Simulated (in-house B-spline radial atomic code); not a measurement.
A calculation on Ga VI (Ga5+): its settings, and results tabulated from the run. Level of theory: scalar-relativistic (X2C) B97-1, spin-polarised, spherical fractional occupations, Fermi nucleus of rms radius 3.9973 fm; calculated with a radial B-spline atomic code at the basis-set limit.

Command:
```bash
python run_scf.py task.json out
```
Settings (nuclear radius in fm, mass in u):
```
Z                31
configuration    [Ar] 3d8
hamiltonian      x2c
method           b97_1
spin_polarised   True
nucleus          fermi
rms_radius       3.9973
atomic_mass      68.92557
speed_of_light   137.035999084
```

Output (hartree, bohr):
```
 radial grid: 66 intervals, B-splines of order 8, outer radius 12.1053 bohr

 iter        energy (Eh)    residual
    1       -1915.547933    9.28e-01
    2       -1926.028758    8.31e-01
    3       -1935.497788    1.68e-01
    4       -1935.990359    2.75e-02
    5       -1935.997819    1.60e-02
    6       -1936.002101    4.11e-03
    7       -1936.002434    1.08e-04
    8       -1936.002434    6.19e-06
    9       -1936.002434    2.46e-07

 total energy                     -1936.00243
 kinetic                            1974.3400
 electron-nucleus                  -4589.2814
 Hartree                             752.2548
 exact exchange                      -15.0093
 exchange-correlation                -58.3066

 orbital      occ     eigenvalue          <r>       <r^2>       <1/r>       r_max
 1s up      1.000      -380.5032    0.0482266  0.00314192     31.8896     0.03136
 1s down    1.000      -380.5029    0.0482262  0.00314186     31.8897     0.03136
 2s up      1.000       -50.3013     0.217485   0.0558632     6.94392      0.1824
 2s down    1.000       -50.2283     0.217259     0.05574     6.95164      0.1823
 2p up      3.000       -44.1761     0.190717   0.0445971     6.71907      0.1464
 2p down    3.000       -44.1165     0.190455   0.0444607     6.72609      0.1463
 3s up      1.000        -8.8538     0.639978    0.471084     2.24049      0.5611
 3s down    1.000        -8.7245     0.641679    0.473719     2.23204      0.5617
 3p up      3.000        -6.9777     0.659156    0.508565     2.08706      0.5618
 3p down    3.000        -6.8379     0.662085    0.513384     2.07599      0.5628
 3d up      5.000        -3.9071     0.701868     0.60729     1.80666       0.515
 3d down    3.000        -3.6932     0.715709    0.634308     1.78057        0.52
```

Run time, properties included: 0.24 s on 1 thread of Intel(R) Xeon(R) 6975P-C (shared host).

Caution: exact exchange at fractional occupations of open shells leaves self-interaction of up to several eV.

One-electron X2C: radii and densities carry no picture-change correction, so inner-shell <1/r> comes out high (for 1s by about 2 % at Z = 33, 5 % at 54, 10 % at 75, 30 % at 118) and <r> low.
